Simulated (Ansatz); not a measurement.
Ansatz (a program for electronic structure) input for BrH₃SiZn, SMILES [SiH3][Zn][Br], PBE-D3(BJ)/def2-SVP. 

Ansatz 0.2 input:
```yaml
crystal:
  periodic: [false, false, false]
  atoms:
    - {symbol: Zn, position_ang: [-0.29619469, -0.14984818, 0.36407485]}
    - {symbol: Br, position_ang: [1.24704300, 0.51629583, -1.28543916]}
    - {symbol: Si, position_ang: [-1.97686340, -0.77372660, 1.94112068]}
    - {symbol: H, position_ang: [-2.71333173, -1.95951565, 1.50510742]}
    - {symbol: H, position_ang: [-2.95692200, 0.29499894, 2.13164200]}
    - {symbol: H, position_ang: [-1.41432307, -1.07821959, 3.25568621]}
basis:
  gaussian:
    orbitals: def2-SVP
hamiltonian:
  xc: pbe
  dispersion: d3bj
relax: {f_tol: 0.002, max_steps: 200}
```

Output:

```
WARN ansatz: RAYON_NUM_THREADS=1 ignored (pool sized by the plan → 1); use --threads N
Functional definition: PBE
integrals: 0.04 GiB planned
1073 factors; their error is unknown
mean field: 0.23 GiB planned
mean field evaluation 1: about -126350.0080 eV, gradient 4.7e1 eV
mean field evaluation 2: about -126342.6546 eV, gradient 7.9e1 eV
mean field evaluation 4: about -126353.8832 eV, gradient 4.1e0 eV
mean field evaluation 8: about -126353.9326 eV, gradient 2.9e-2 eV
mean field evaluation 16: about -126353.8278 eV, gradient 3.1e-5 eV
mean field -126353.82784101 eV, -4643.4175274564 hartree, gradient 3.1e-5 eV, S^2 0.000000; 0 other end points of the search recorded, 0 dependent functions left out
the calculation of the forces begins
reference -126353.82788320 eV, -4643.4175290071 hartree; 41, 41 occupied and 55, 55 virtual orbitals, 1073 factors
relax step   1: F+E_penalty+E_count = -126353.94631800 eV  Δ(F+E_penalty+E_count) = +0.000e0 eV  max|allowed force component| = 7.161e-1 eV/Å  Δτ_max = 0.0000 Å  (24 SCF iters, accepted)
these checks for a lower state are left out or cut short: starts, cluster_reference, orbital_swaps, neighbouring_geometries, increment
integrals: 0.04 GiB planned
1073 factors; their error is unknown
mean field: 0.23 GiB planned
mean field -126353.92676130 eV, -4643.4211627101 hartree, gradient 6.1e-6 eV, S^2 0.000000; 0 other end points of the search recorded, 0 dependent functions left out
the calculation of the forces begins
reference -126353.92680354 eV, -4643.4211642624 hartree; 41, 41 occupied and 55, 55 virtual orbitals, 1073 factors
relax step   2: F+E_penalty+E_count = -126354.04708429 eV  Δ(F+E_penalty+E_count) = -1.008e-1 eV  max|allowed force component| = 2.826e-1 eV/Å  Δτ_max = 0.1037 Å  (26 SCF iters, accepted)
these checks for a lower state are left out or cut short: starts, cluster_reference, orbital_swaps, neighbouring_geometries, increment
integrals: 0.04 GiB planned
1073 factors; their error is unknown
mean field: 0.23 GiB planned
mean field -126353.93371787 eV, -4643.4214183594 hartree, gradient 4.8e-6 eV, S^2 0.000000; 0 other end points of the search recorded, 0 dependent functions left out
the calculation of the forces begins
reference -126353.93376018 eV, -4643.4214199141 hartree; 41, 41 occupied and 55, 55 virtual orbitals, 1073 factors
relax step   3: F+E_penalty+E_count = -126354.05403284 eV  Δ(F+E_penalty+E_count) = -6.949e-3 eV  max|allowed force component| = 3.271e-2 eV/Å  Δτ_max = 0.0179 Å  (27 SCF iters, accepted)
these checks for a lower state are left out or cut short: starts, cluster_reference, orbital_swaps, neighbouring_geometries, increment
integrals: 0.04 GiB planned
1073 factors; their error is unknown
mean field: 0.23 GiB planned
mean field evaluation 32: about -126354.0395 eV, gradient 4.1e-4 eV
mean field -126353.93402174 eV, -4643.4214295264 hartree, gradient 4.6e-6 eV, S^2 0.000000; 0 other end points of the search recorded, 0 dependent functions left out
the calculation of the forces begins
reference -126353.93406404 eV, -4643.4214310809 hartree; 41, 41 occupied and 55, 55 virtual orbitals, 1073 factors
relax step   4: F+E_penalty+E_count = -126354.05435925 eV  Δ(F+E_penalty+E_count) = -3.264e-4 eV  max|allowed force component| = 1.244e-2 eV/Å  Δτ_max = 0.0073 Å  (27 SCF iters, accepted)
these checks for a lower state are left out or cut short: starts, cluster_reference, orbital_swaps, neighbouring_geometries, increment
integrals: 0.04 GiB planned
1073 factors; their error is unknown
mean field: 0.23 GiB planned
mean field -126353.93442016 eV, -4643.4214441682 hartree, gradient 4.4e-6 eV, S^2 0.000000; 0 other end points of the search recorded, 0 dependent functions left out
the calculation of the forces begins
reference -126353.93446246 eV, -4643.4214457224 hartree; 41, 41 occupied and 55, 55 virtual orbitals, 1073 factors
relax step   5: F+E_penalty+E_count = -126354.05474876 eV  Δ(F+E_penalty+E_count) = -3.895e-4 eV  max|allowed force component| = 1.549e-3 eV/Å  Δτ_max = 0.0193 Å  (27 SCF iters, accepted)
these checks for a lower state are left out or cut short: starts, cluster_reference, orbital_swaps, neighbouring_geometries, increment
integrals: 0.04 GiB planned
1073 factors; their error is unknown
mean field: 0.23 GiB planned
mean field -126353.93443092 eV, -4643.4214445635 hartree, gradient 1.5e-5 eV, S^2 0.000000; 0 other end points of the search recorded, 0 dependent functions left out
the calculation of the forces begins
reference -126353.93447321 eV, -4643.4214461177 hartree; 41, 41 occupied and 55, 55 virtual orbitals, 1073 factors
relax step   6: F+E_penalty+E_count = -126354.05476346 eV  Δ(F+E_penalty+E_count) = -1.471e-5 eV  max|allowed force component| = 5.980e-4 eV/Å  Δτ_max = 0.0051 Å  (20 SCF iters, accepted)
integrals: 0.04 GiB planned
1073 factors; their error is unknown
mean field: 0.23 GiB planned
mean field evaluation 64: about -126353.9344 eV, gradient 1.3e-3 eV
mean field -126353.93443092 eV, -4643.4214445635 hartree, gradient 1.5e-5 eV, S^2 0.000000; 1 other end points of the search recorded, 0 dependent functions left out
the calculation of the forces begins
reference -126353.93447321 eV, -4643.4214461176 hartree; 41, 41 occupied and 55, 55 virtual orbitals, 1073 factors
Total energy: -126354.05480575 eV, -4643.4258682570 hartree
Atom 0 at    -0.346841    -0.134220     0.337395 Å, force    -0.000268     0.000225    -0.000500 eV/Å
Atom 1 at     1.213176     0.472616    -1.186624 Å, force     0.000066    -0.000055     0.000115 eV/Å
Atom 2 at    -1.966067    -0.763905     1.918657 Å, force    -0.000115    -0.000053     0.000254 eV/Å
Atom 3 at    -2.709645    -1.993872     1.467106 Å, force     0.000416     0.000018     0.000183 eV/Å
Atom 4 at    -2.972661     0.337576     2.126358 Å, force     0.000498    -0.000026     0.000029 eV/Å
Atom 5 at    -1.328554    -1.068210     3.249300 Å, force    -0.000598    -0.000109    -0.000080 eV/Å
Dipole moment:    -0.262459    -0.102122     0.256488 e Å
```

The calculation finished and met its thresholds.
